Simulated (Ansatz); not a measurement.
Gas-phase electronic energies from Ansatz, PBE0-D4/def2-TZVP geometries. CBS: MP2 limit from def2 TZ/QZ plus the TZ coupled-cluster correction, frozen cores. Each species was taken in one conformer, which may not be the lowest.

`C#CC[SiH2]F` + `CCCl` → `C#CCCCl` + `C[SiH2]F`  (formal exchange of groups at a C–C bond)

| species | CCSD(T)/CBS(def2) energy (Eh) |
| --- | --- |
| `C#CC[SiH2]F` | -506.03864 |
| `CCCl` | -538.89655 |
| `C#CCCCl` | -614.93229 |
| `C[SiH2]F` | -430.00374 |

**Question.** Work out ΔE.

**Answer.** ΔE = (-614.93229) + (-430.00374) − (-506.03864) − (-538.89655) = -0.00084 Eh = -0.5 kcal/mol.

Largest T1 diagnostic among the species: 0.012.
